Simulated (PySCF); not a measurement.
C3H5BO2, SMILES C=CB(O)C=O.

Coordinates come from a B3LYP-D3(BJ)/def2-SVP optimisation. This is a generated structure with no PubChem entry under its InChIKey; it may be hypothetical. One conformer was computed; it need not be the lowest.

These are PySCF with B3LYP-D3(BJ)/def2-SVP values and carry that method's errors.

Harmonic, unscaled wavenumbers; measured fundamentals usually lie a few per cent lower.

```csv
mode,ν (cm⁻¹),IR (km/mol),Raman (Å⁴/amu),depolarisation,moving atoms (share of kinetic energy)
1,68,0.0,6.3,0.75,"C 40 %, O 29 %, H 23 %, B 8 %"
2,162,10.1,0.5,0.75,"C 42 %, H 34 %, O 23 %"
3,167,4.9,3.5,0.60,"O 39 %, C 28 %, H 21 %, B 12 %"
4,252,21.2,0.1,0.63,"O 67 %, H 17 %, C 16 %"
5,391,1.9,3.4,0.34,"C 53 %, O 34 %, H 12 %"
6,399,0.9,7.2,0.75,"H 56 %, B 32 %"
7,596,18.9,0.1,0.36,"C 48 %, H 21 %, O 20 %, B 11 %"
8,612,29.0,3.5,0.75,"H 47 %, B 29 %, C 21 %"
9,773,75.3,2.6,0.75,H 89 %
10,787,14.5,5.4,0.22,"C 50 %, O 28 %, H 20 %"
11,963,19.7,5.3,0.75,"H 50 %, C 32 %, B 15 %"
12,982,111.5,4.8,0.53,"H 47 %, B 35 %, C 13 %"
13,1019,26.5,0.8,0.75,"H 73 %, C 27 %"
14,1030,1.1,4.4,0.74,"H 76 %, C 18 %"
15,1050,9.8,0.1,0.75,"H 90 %, C 10 %"
16,1228,166.5,5.1,0.55,"H 62 %, B 24 %, O 9 %"
17,1312,12.9,22.4,0.29,"H 67 %, C 27 %"
18,1393,1.5,13.4,0.66,"H 72 %, C 14 %, O 10 %"
19,1418,66.2,6.6,0.68,"H 52 %, B 28 %, O 11 %, C 9 %"
20,1470,175.0,17.3,0.29,"B 46 %, H 33 %, O 11 %, C 11 %"
21,1679,90.8,56.9,0.20,"C 83 %, H 14 %"
22,1774,64.5,25.1,0.46,"C 60 %, O 38 %"
23,2863,135.8,165.1,0.29,H 92 %
24,3119,15.4,50.8,0.34,H 94 %
25,3130,10.1,155.7,0.17,H 92 %
26,3217,6.8,79.7,0.70,"H 89 %, C 11 %"
27,3662,131.0,74.0,0.17,H 94 %
```
